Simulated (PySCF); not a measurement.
SiAs and its ions

PBE; basis Si cc-pV(D+d)Z, As cc-pVDZ-PP with ECP10; scalar-relativistic core potentials; PySCF 2.14. Neutral (UKS): doublet (π ↑), Re = 2.210 Å, ωe = 473 cm⁻¹, De = 3.52 eV, HOMO -5.51 eV, LUMO -5.35 eV.

SiAs⁺ (UKS): triplet (π ↑↑), Re = 2.366 Å, ωe = 380 cm⁻¹, De = 3.27 eV to Si⁺ + As. The energies at the minima are -621.74866 hartree for SiAs and -621.43845 for SiAs⁺.

(1) Work out the adiabatic ionisation energy, without and with harmonic zero-point energies (1 hartree = 27.2114 eV, 1 eV = 8065.5 cm⁻¹), and the change of the bond length.

Spin–orbit coupling is left out. For an ion De counts to the pair picked by the measured ionisation energies or electron affinities, which need not be the lowest pair at this level. States were picked by a PBE0 search and need not be the measured ground states.

Results:

(1) At PBE: 0.31021 hartree = 8.441 eV between the minima; the zero-point term (380.0 − 473.0)/2 cm⁻¹ = -0.006 eV makes it 8.435 eV. Re changes by +15.6 pm against the neutral. The electron leaves a π orbital, and the longer bond of the ion fits a bonding orbital, or a change in how ionic the bond is.
